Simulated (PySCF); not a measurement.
Input for PySCF: R-M06-2X/def2-TZVPP on CH5GeNO (SMILES C[O][Ge][NH2]), a point of a torsion scan.

```python
from pyscf import gto, dft

mol = gto.M(
    atom='''
    C    -1.72208891   -0.08093111    0.31002127
    O    -0.37909684    0.18706101    0.02218774
    Ge    1.13500189    0.11513847    1.01670347
    N     1.92110038    1.43507166    0.06035754
    H    -2.27478450    0.85924928    0.39592626
    H    -1.85089435   -0.64438911    1.23949028
    H    -2.15122126   -0.66322249   -0.51118578
    H     2.88761774    1.71526360    0.11606866
    H     1.46290506    1.89980210   -0.70957788
    ''',
    basis='def2-tzvpp',
    charge=0, spin=0, verbose=4, max_memory=1800)
mf = dft.RKS(mol, xc='m062x').density_fit(auxbasis='def2-universal-jkfit')
mf.grids.level = 4
mf.conv_tol = 1e-9
mf.max_cycle = 150
mf.kernel()
mf.dip_moment()
```

**Question.** What total energy does the run end on?

**Answer.** -2248.1287 hartree.
